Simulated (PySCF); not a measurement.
CH3BO, SMILES [BH3-]C#[O+]. Atoms are numbered in the order given.

```xyz
6

B      0.0000     0.0000    -1.3356
H      1.0104     0.5834    -1.6430
H     -1.0104     0.5834    -1.6430
H      0.0000    -1.1667    -1.6430
C      0.0000     0.0000     0.1841
O      0.0000     0.0000     1.3128
```
Charge 0, spin multiplicity 1.

Coordinates come from a B3LYP-D3(BJ)/def2-TZVP optimisation.

Two levels are set side by side: PBE/pcSseg-2 (PySCF) and KT2/pcSseg-2 (PySCF). GIAO shifts against BF3 (¹¹B), H2O (¹⁷O), TMS (¹H), TMS (¹³C) at the same level; non-relativistic, no solvent, atoms listed together averaged. Differences are taken from unrounded values.

| quantity | KT2 |
|---|---|
| δ(¹¹B) of B1 (ppm) | -72.7 |
| δ(¹H) of H2, H3, H4 (ppm) | 1.43 |
| δ(¹³C) of C5 (ppm) | 182.6 |
| δ(¹⁷O) of O6 (ppm) | 342.9 |

**Question.** What does PBE give, and how far is it from KT2? (Estimate from the structure and the level; the computed values follow.)

**Answer.** 
```tsv
quantity	PBE	PBE minus KT2
δ(¹¹B) of B1 (ppm)	-76.4	-3.6
δ(¹H) of H2, H3, H4 (ppm)	1.45	0.02
δ(¹³C) of C5 (ppm)	193.3	10.7
δ(¹⁷O) of O6 (ppm)	359.9	17.0
```

Rough cost on one machine, each run with all the roots and properties that it gave: KT2 against PBE within a factor of 2.
